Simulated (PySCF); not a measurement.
**Sr: ionisation energy**

Sr [Kr] 5s2 (1S) → Sr+ [Kr] 5s1 (2S), as a difference of total energies. Computed with PySCF 2.14 in x2c-TZVPall (8s6p6d1f, 63 functions), with scalar relativity by spin-free X2C-1e. Correlated levels: valence: [Kr] frozen. The calculations carry no spin-orbit coupling.

| method | ionisation energy (eV) | error (eV) |
| --- | --- | --- |
| UHF | 4.746 | -0.949 |
| B3LYP | 5.774 | +0.079 |
| PBE | 5.710 | +0.015 |
| MP2 (valence) | 5.216 | -0.479 |
| SCS-MP2 (valence) | 5.310 | -0.385 |

Reference: 5.695 eV (measured; NIST Atomic Spectra Database, ionization energies).

Errors of the correlated levels include the incompleteness of this basis and the frozen core.

MP2 underrates the near-degeneracy of ns² with np² in the lower species.
